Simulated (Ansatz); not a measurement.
`C=N[SiH](O)F` → `C=NO` + `F[SiH]`  (silylene formation by 1,1-elimination)

Computed with Ansatz on PBE0-D4/def2-TZVP structures; ΔE is electronic, products minus reactants. CBS: MP2 limit from def2 TZ/QZ plus the TZ coupled-cluster correction, frozen cores. This one scheme is used for every species. DFT in def2-TZVPP. HSE06 is defined as in plane-wave codes. Each species was taken in one conformer, which may not be the lowest.

CCSD(T)/CBS gives +542.7 kJ/mol.

Question: Another level gave +551.7 kJ/mol. Which?
A. HSE06-D4/def2-TZVPP
B. HSE06/def2-TZVPP
C. r2SCAN0-D4/def2-TZVPP
D. r2SCANh/def2-TZVPP

Answer: D. r2SCANh 551.7, r2SCAN0-D4 564.0, HSE06-D4 530.6, HSE06 523.7 kJ/mol.

Largest T1 diagnostic among the species: 0.015.

The D4 term adds +13.8 kJ/mol with B3LYP and +7.3 kJ/mol with PBE0; it sums over pairs of atoms, weighted by their polarisabilities, and B3LYP, whose exchange is more repulsive, gets the larger term. At CCSD(T), def2-SVP lies −54.0 kJ/mol from the extrapolated value and def2-TZVPP −9.9 kJ/mol.

B3LYP here is the variant with VWN-RPA as its local correlation; programs differ in this.
